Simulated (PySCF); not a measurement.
**[Pb(NH2)3(H2O)]+ at several levels of theory**

Computed with PySCF 2.14.0 (density fitting, no spin-orbit coupling) at the geometry relaxed with PBE0:

```xyz
13
[Pb(NH2)3(H2O)]+ (singlet; a saddle point, relaxed within its symmetry)
Pb    0.2461   -0.2461    0.3130
N     1.0047    1.5204    1.1552
H     2.0091    1.5970    0.9809
H     0.8688    1.5194    2.1691
N    -1.5204   -1.0047    1.1552
H    -1.5194   -0.8688    2.1691
H    -1.5970   -2.0091    0.9809
N     1.3668   -1.3668   -1.0568
H     0.7714   -1.9461   -1.6510
H     1.9461   -0.7714   -1.6510
O    -1.0111    1.0111   -1.3171
H    -1.6701    1.6701   -1.0581
H    -0.9881    0.9881   -2.2827
```

```csv
level,basis,state,HOMO (eV),gap (eV),charge on Pb1 (e),dipole about the centre of mass (D),largest force component (eV/Å)
PBE0,"Pb def2-SVP with ECP60, N def2-SVP, H def2-SVP, O def2-SVP",singlet,-11.94,5.23,0.94,2.34,0.02
TPSS,the same,singlet,-10.58,3.08,0.85,2.42,0.55
PBE,the same,singlet,-10.48,2.87,0.79,2.43,0.53
```

Charges are Mulliken's, which hang on the basis. The relaxation used the grid (50, 194), these runs (75, 302) or, all-electron (x2c bases, spin-free X2C Hamiltonian), (99, 590).

**Question.** What does PBE0 with Pb def2-TZVP with ECP60, N def2-TZVP, H def2-TZVP, O def2-TZVP give here?

**Answer.** state singlet, HOMO (eV) -12.16, gap (eV) 5.24, charge on Pb1 (e) 1.19, dipole about the centre of mass (D) 2.31, largest force component (eV/Å) 0.26. Time: 24 s on 2 threads of Arm Neoverse V1, on a shared host, from free ions and atoms.

In the first row's basis the gap widens with exact exchange: 2.9 to 3.1 eV for PBE, TPSS (none); 5.2 eV for PBE0 (a fixed share).
